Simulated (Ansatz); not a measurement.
Relaxation of SiB₇ with UKS PBE-D4/def2-SVP.

```sh
$ ansatz run in.yaml --threads 4 --pin off --events-out ev --progress --plain --max-ram 4787MiB
```

```yaml
crystal:
  periodic: [false, false, false]
  atoms:
    - {symbol: B, position_ang: [1.375910, 1.020570, 0.020960]}
    - {symbol: B, position_ang: [0.391640, -1.672630, 0.003980]}
    - {symbol: B, position_ang: [-1.192510, 1.271010, 0.294420]}
    - {symbol: B, position_ang: [-1.142370, -1.601200, 0.039120]}
    - {symbol: B, position_ang: [-1.732610, -0.198040, 0.283830]}
    - {symbol: B, position_ang: [0.163560, 1.962900, 0.047600]}
    - {symbol: B, position_ang: [0.016220, -0.006950, -0.329400]}
    - {symbol: Si, position_ang: [2.120180, -0.775660, -0.360510]}
basis:
  gaussian: {orbitals: def2-SVP}
magnetization: {spin_polarized: true, initial_magnetization: 1}
hamiltonian: {xc: pbe, dispersion: d4}
scf: {lower_state_search: "off"}
output: {orbitals: {seedname: orbitals}}
relax: {f_tol: 0.02, max_steps: 100}
```

It took 13 s on 4 threads of Arm Neoverse V1 on a shared host.

Positions (Å) and forces (eV/Å) at steps 1, 2, 3, 4, 5, 7, 8 of 8:

```xyz
8
step=1 energy=-12587.1023 eV
B     1.376    1.021    0.021    1.731   -1.364    0.025
B     0.392   -1.673    0.004    2.401   -0.081    0.023
B    -1.193    1.271    0.294   -0.828   -0.419   -0.147
B    -1.142   -1.601    0.039   -0.315   -0.058   -0.245
B    -1.733   -0.198    0.284   -0.399    1.102   -0.058
B     0.164    1.963    0.048   -0.446    0.206   -0.158
B     0.016   -0.007   -0.329   -0.828    0.309    0.645
Si    2.120   -0.776   -0.361   -1.315    0.305   -0.086
8
step=2 energy=-12587.4239 eV
B     1.410    0.977    0.058    1.032   -0.514    0.006
B     0.451   -1.665    0.045    1.046   -0.275    0.022
B    -1.244    1.288    0.243   -0.206   -0.070   -0.148
B    -1.111   -1.578    0.058    0.131    0.486   -0.079
B    -1.777   -0.174    0.242   -0.107    0.099   -0.165
B     0.169    1.928    0.075   -0.125   -0.432   -0.100
B     0.000   -0.002   -0.270   -0.927    0.337    0.420
Si    2.101   -0.774   -0.452   -0.845    0.370    0.045
8
step=3 energy=-12587.6497 eV
B     1.495    0.913    0.116   -0.241    0.525    0.195
B     0.547   -1.665    0.108   -0.437   -0.176    0.132
B    -1.326    1.310    0.142    1.084    0.433    0.014
B    -1.031   -1.505    0.125    0.016    0.527   -0.078
B    -1.861   -0.146    0.133    0.490   -0.900    0.016
B     0.192    1.815    0.138   -0.507   -0.471   -0.082
B    -0.052    0.018   -0.150   -0.419    0.187   -0.071
Si    2.037   -0.741   -0.612    0.015   -0.125   -0.125
8
step=4 energy=-12587.5453 eV rejected
B     1.487    0.929    0.231    0.378   -0.274   -0.396
B     0.535   -1.673    0.224    0.402   -0.035   -0.400
B    -1.257    1.284    0.147   -0.740    0.448   -0.024
B    -1.008   -1.491    0.049   -0.229   -0.563    0.263
B    -1.788   -0.165    0.151   -0.777    0.027   -0.084
B     0.193    1.788    0.071    0.283    0.634    0.225
B    -0.062    0.025   -0.184   -0.092    0.018    0.256
Si    1.900   -0.696   -0.690    0.773   -0.255    0.160
8
step=5 energy=-12587.6996 eV
B     1.492    0.931    0.145   -0.037    0.028   -0.031
B     0.537   -1.678    0.136   -0.047    0.010   -0.036
B    -1.293    1.308    0.146   -0.088   -0.096    0.007
B    -1.031   -1.505    0.102    0.101    0.010    0.010
B    -1.832   -0.161    0.140    0.020    0.079    0.002
B     0.185    1.815    0.118    0.134   -0.075    0.000
B    -0.062    0.023   -0.159   -0.120    0.052    0.003
Si    2.004   -0.733   -0.629    0.037   -0.007    0.045
8
step=7 energy=-12587.7006 eV rejected
B     1.494    0.933    0.136   -0.009   -0.046    0.011
B     0.536   -1.678    0.126    0.019    0.034    0.019
B    -1.296    1.307    0.147    0.007    0.012    0.008
B    -1.028   -1.500    0.115   -0.010    0.002   -0.053
B    -1.835   -0.159    0.134    0.000   -0.020    0.037
B     0.186    1.808    0.126   -0.003    0.006   -0.037
B    -0.068    0.025   -0.163   -0.008    0.008    0.014
Si    2.011   -0.736   -0.621    0.004    0.003    0.002
8
step=8 energy=-12587.7015 eV
B     1.492    0.931    0.138   -0.003    0.000    0.004
B     0.536   -1.676    0.127   -0.002    0.004    0.003
B    -1.296    1.307    0.151    0.006   -0.002   -0.001
B    -1.029   -1.501    0.102    0.001   -0.006    0.001
B    -1.834   -0.160    0.144    0.004    0.002    0.000
B     0.186    1.809    0.116   -0.001    0.002    0.001
B    -0.069    0.026   -0.162   -0.012    0.005   -0.003
Si    2.014   -0.736   -0.617    0.008   -0.005   -0.005
```

The relaxation made no stability test and no search for a lower SCF solution. The structure comes from a short search, and lower isomers may exist.
